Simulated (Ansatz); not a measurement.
CH₈AlBSn (`C[BH][SnH2][AlH2]`), relaxed with RKS PBE0-D4/def2-TZVP in Ansatz from a PBE-D4/def2-SVP geometry. The force threshold is 0.005 eV/Å; the program also tests the step.

The species carries charge 0 and has multiplicity 1. Sn: def2 effective core potential.

Start:

```xyz
12

C    -0.613    1.879   -1.024
B     0.375    0.679   -1.136
Sn    1.141   -0.469    0.652
Al   -0.589   -2.373    1.371
H    -0.785    2.306   -0.017
H    -1.594    1.502   -1.408
H    -0.345    2.692   -1.736
H     0.688    0.264   -2.241
H     1.315    0.591    2.021
H     2.699   -1.181    0.375
H    -0.328   -3.923    1.046
H    -1.963   -1.967    2.097
```

(1) By how much does the energy fall, and how many steps does the optimiser take? (Estimate.)

(2) Which bonds change most? (Estimate.)

(3) Give the relaxed structure. (An estimate is asked.)

Results:

(1) The calculation gave: 0.75 kcal/mol, in 15 steps, 1 of them rejected.

(2) The calculation gave: Sn3–H9 from 1.740 to 1.718 Å; B2–H8 from 1.221 to 1.199 Å; Sn3–H10 from 1.735 to 1.714 Å; C1–H7 from 1.113 to 1.095 Å.

(3) The calculation gave: 
```xyz
12

C    -0.580    1.898   -1.046
B     0.356    0.664   -1.126
Sn    1.092   -0.456    0.677
Al   -0.585   -2.399    1.368
H    -0.687    2.371   -0.070
H    -1.576    1.535   -1.350
H    -0.324    2.654   -1.796
H     0.637    0.220   -2.204
H     1.252    0.610    2.015
H     2.646   -1.126    0.407
H    -0.322   -3.908    0.943
H    -1.909   -2.061    2.182
```
